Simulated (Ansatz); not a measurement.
Total energies of AlBr2Cl, SMILES `[Cl][Al]([Br])[Br]`.

```xyz
4

Cl   -1.4806   -0.4855    1.4190
Al   -0.0248   -0.0081    0.0241
Br    0.1225    2.0732   -0.7542
Br    1.3829   -1.5795   -0.6889
```

Charge 0, multiplicity 1. Correlated methods include outer-core shells of Br, which these sets cover unevenly. Scalar relativity is left out up to krypton. The structure was optimised at the PBE0-D4/def2-TZVP level. Basis def2-TZVPP, Ansatz.

RPA on PBE orbitals: Hartree–Fock energy of these orbitals -5846.44422 Eh, correlation -1.21765 Eh (frozen core).

| functional | energy without D4 (Eh) | D4 term (kJ/mol) |
| --- | --- | --- |
| LDA (SPW92) | -5841.52496 | – |
| revPBE | -5850.58725 | -31.5 |
| BLYP | -5851.22176 | -31.4 |
| r2SCAN | -5851.09242 | -3.3 |
| B97M-V | -5850.07269 | – |
| PBE0 | -5850.31514 | -13.3 |
| B3LYP | -5851.26293 | -25.3 |
| r2SCANh | -5851.08860 | -3.7 |
| HSE06 (plane-wave form) | -5850.31076 | -12.8 |
| BHLYP | -5851.16392 | -25.1 |
| CAM-B3LYP | -5851.44411 | -14.2 |
| ωB97X-V | -5850.59472 | – |
| B2PLYP | -5850.16630 | – |
| PBE-QIDH | -5849.53057 | – |

Task: Give the same for PBE, r2SCAN0, LC-ωPBE, ωB97M-V. (Estimate.)

Result: Computed: 
| functional | energy without D4 (Eh) | D4 term (kJ/mol) |
| --- | --- | --- |
| PBE | -5850.07388 | -15.2 |
| r2SCAN0 | -5851.08397 | -4.2 |
| LC-ωPBE | -5850.25187 | – |
| ωB97M-V | -5850.85661 | – |

B3LYP takes the VWN-RPA correlation (the form of Gaussian; ORCA's B3LYP/G). HSE06 is the plane-wave form, built on full-range PBE exchange. The double hybrids freeze the cores in their second-order part.

LC-ωPBE has ω = 0.4 bohr⁻¹.
